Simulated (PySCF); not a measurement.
Electron correlation in Se (selenium, neutral)

[Ar] 3d10 4s2 4p3 4d1, high-spin 5D determinant (an excited configuration). Calculation: PySCF 2.14, in x2c-QZVPPall with one added diffuse shell each of s, p, d, f type (12s9p6d5f1g, 113 functions); scalar relativity by spin-free X2C-1e. Frozen: [Ar] 3d10; 6 electrons correlated.

MP2 pair energies summed by pair of shells (mhartree):

```tsv
pair	energy	share (%)
4s-4p	-51.05	56.7
4p-4p	-14.97	16.6
4s-4s	-10.20	11.3
4p-4d	-8.11	9.0
4s-4d	-5.70	6.3
```

Total MP2 correlation energy: -90.03 mhartree.

Same-spin part -27.73 and opposite-spin part -62.30 mhartree; SCS-MP2 scales them by 1/3 and 6/5 to -84.00 mhartree.
